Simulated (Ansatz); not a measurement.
CH₃AlBClO (`[AlH2][C]1(Cl)BO1`). Total charge 0; spin multiplicity 1.

```xyz
8

Al   -1.143   -0.890    0.609
C     0.510   -0.057   -0.027
Cl    1.966   -1.079    0.043
B     0.680    1.200   -0.863
O     0.786    1.348    0.450
H    -1.222   -2.462    0.731
H    -2.355    0.086    0.900
H     0.777    1.854   -1.843
```

Problem. Give the diagnostics of a CCSD(T)/def2-TZVPP run (frozen core, the Gaussian-basis code of Ansatz). (Estimate.)

Solution. The calculation gave: T1 = 0.0152, largest single amplitude 0.025, largest double 0.021, (T) share of the correlation energy 4.3 %, 10 CCSD cycles. The RHF solution is stable towards an unrestricted one. T1 lies under the customary mark of 0.02 for closed shells.
